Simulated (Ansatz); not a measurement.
The cluster InN₂. Charge 0, multiplicity 2. Geometry r2SCAN-D4/def2-TZVP, basis def2-TZVP, Ansatz.

```xyz
3

In   -0.2294    1.6671   -0.7895
N    -0.2381   -0.6896    0.8013
N     0.4675   -0.9776   -0.0118
```

```tsv
run	HOMO (eV)	LUMO (eV)
A	-3.15	-2.68
B	-3.27	-2.94
C	-3.46	-2.31
D	-3.83	-1.95
E	-4.74	-1.03
F	-2.98	-2.60
```

In the def2 sets In takes a core potential; there is no spin–orbit coupling. HSE06 is defined as in plane-wave codes, on full-range PBE exchange. The structure comes from a short search, and lower isomers may exist.

HOMO and LUMO are taken over both spins.

Task: The runs used BLYP, CAM-B3LYP, HSE06, LDA (SPW92), PBE, PBE0. Estimate which is which.

Result: A PBE (0 % exact exchange); B LDA (SPW92) (0 % exact exchange); C HSE06 (range-separated); D PBE0 (25 % exact exchange); E CAM-B3LYP (range-separated); F BLYP (0 % exact exchange). Exact exchange lowers occupied and raises empty levels; among semilocal functionals meta-GGAs tend to open the gap a little, and such runs are hard to tell apart. The gap grows from 0.33 eV (LDA (SPW92)) to 3.71 eV (CAM-B3LYP).
